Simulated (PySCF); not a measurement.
Excitation energy of Pd by level of theory

Pd [Kr] 4d10 (1S) → Pd [Kr] 4d9 5s1 (3D), as a difference of total energies. Calculation: PySCF 2.14, in x2c-QZVPPall (13s8p7d4f2g, 118 functions); the spin-free X2C one-electron Hamiltonian (Gaussian nucleus). The calculations carry no spin-orbit coupling.

```tsv
method	excitation energy (eV)
UHF	-0.080
revPBE	0.962
CAM-B3LYP	0.898
wB97M-V	1.229
```

The basis was made for the ground configuration and has no added diffuse functions, so the excitation energy can come out too high.
